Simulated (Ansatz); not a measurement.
Mulliken charges of `O=C[SeH]` from PBE/def2-TZVPP in Ansatz (PBE0-D4/def2-TZVP geometry).

```json
{"atom": "O1", "x (Å)": "-0.439", "y (Å)": "-1.626", "z (Å)": "0.597", "charge (e)": "-0.191"}
{"atom": "C2", "x (Å)": "-0.345", "y (Å)": "-0.533", "z (Å)": "0.138", "charge (e)": "0.053"}
{"atom": "Se3", "x (Å)": "1.314", "y (Å)": "0.447", "z (Å)": "0.093", "charge (e)": "0.018"}
{"atom": "H4", "x (Å)": "-1.189", "y (Å)": "0.025", "z (Å)": "-0.305", "charge (e)": "0.072"}
{"atom": "H5", "x (Å)": "0.709", "y (Å)": "1.613", "z (Å)": "-0.565", "charge (e)": "0.048"}
```

By hand: the dipole of these point charges (1 e Å = 4.8032 D).

Σ q r = (0.038, 0.370, -0.154) e Å, of length 0.403 e Å = 1.94 D.

How does the dipole of the full density compare? (Estimate.)

Computed: (-0.061, 0.458, -0.216) e Å, 2.45 D; the point charges give 0.79 times that, at 13° from its direction.

Point charges leave out the atoms' own dipoles, such as those of lone pairs, and Mulliken's split depends on the basis, so the two needn't agree.
